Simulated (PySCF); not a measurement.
# Computed properties of CH8FNSi2, SMILES N[SiH2][SiH2]CF

CH₈FNSi₂, SMILES N[SiH2][SiH2]CF. The structure is a stationary point at ωB97X-D3(BJ)/def2-SVP. This is a generated structure with no PubChem entry under its InChIKey; it may be hypothetical. One conformer was computed; it need not be the lowest. All values are computed for the isolated molecule unless a solvent is named; none is compared with measurement here.

**Structure.** All 33 harmonic modes at ωB97X-D3(BJ)/def2-SVP (PySCF) are real, so it is a minimum. With heavy atoms numbered as in [NH2:1][SiH2:2][SiH2:3][CH2:4][F:5], the shortest bond between them is C4–F5 at 1.402 Å and the longest Si2–Si3 at 2.341 Å.

**Vibrations.** The strongest infrared lines (harmonic, unscaled, degenerate partners summed) lie at 937 cm⁻¹ (179 km/mol, H 86 %, Si 8 %), 2243 cm⁻¹ (173 km/mol, H 97 %), 2192 cm⁻¹ (161 km/mol, H 97 %). The softest mode is at 30 cm⁻¹ and the zero-point energy is 57.6 kcal/mol.

**Electronic structure.** ωB97X/def2-TZVP (PySCF) places the frontier levels at -9.72 and 1.66 eV, a gap of 11.38 eV, and gives a dipole moment of 0.78 D and a mean polarisability of 74.8 bohr³. PBE/def2-TZVP (PySCF) at the same geometry gives -5.95 and -1.18 eV, so its gap is 6.61 eV narrower. An orbital gap is neither the optical nor the fundamental gap.

**Excitations.** TDDFT-PBE0/def2-SVPD (PySCF) has S1 at 5.64 eV (220 nm, f = 0.006, weak); the most intense of the 10 singlets computed lies at 7.69 eV (f = 0.13). T1 (TDA) is at 5.27 eV. TDDFT-PBE/def2-SVPD (PySCF) puts S1 at 4.89 eV. No vertical singlet excitation falls in the visible range (under 3.1 eV).

**NMR.** GIAO shifts at PBE0/pcSseg-1 (PySCF) (non-relativistic, atoms alike by connectivity averaged): ¹³C at 79.4 ppm against TMS; ¹H from 0.5 to 5.4 ppm against TMS; ²⁹Si from -72.0 to -52.0 ppm against TMS; ¹⁹F at -291.1 ppm against CFCl3.

**Solvation.** SMD-M06-2X/6-31G* (PySCF) gives 0.2 kcal/mol in water, -1.7 kcal/mol in toluene, -3.7 kcal/mol in 2-propanol (1 M in both phases, gas-phase geometry); of these solvents 2-propanol holds the molecule best.
